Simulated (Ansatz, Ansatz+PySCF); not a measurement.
```tsv
atom	x (Å)	y (Å)	z (Å)
C	0.0363	-0.0065	0.0338
O	0.0015	0.0114	1.1513
O	-0.0135	1.0982	-0.7416
C	0.0200	2.3128	-0.1235
H	0.0084	-0.9810	-0.4465
H	-0.0371	3.1275	-0.8034
H	-0.8900	2.3878	0.4928
H	0.9296	2.4203	0.5655
```

Basis set: def2-SVP (spherical functions). Left uncorrelated: 4 orbitals. Charge 0, multiplicity 1.

Computed with Ansatz (development build ahead of 0.2.0); each method stands on the lowest determinant of its kind that the runs found. Restricted open shells among the atoms or ions are ROHF, correlated in semicanonical orbitals with singles.

(1) Give the atomization energy at this shape (free ground-state atoms in the same class of orbitals less the molecule, no zero-point energy) of singlet C2H4O2 by RHF-MP2, RHF.

## Answers

(1)

```json
{"method": "RHF-MP2", "atomization energy": "32.42 eV"}
{"method": "RHF", "atomization energy": "24.12 eV"}
```

Caution: no unrestricted run beside it, a lower state can exist; the shape is not the minimum.
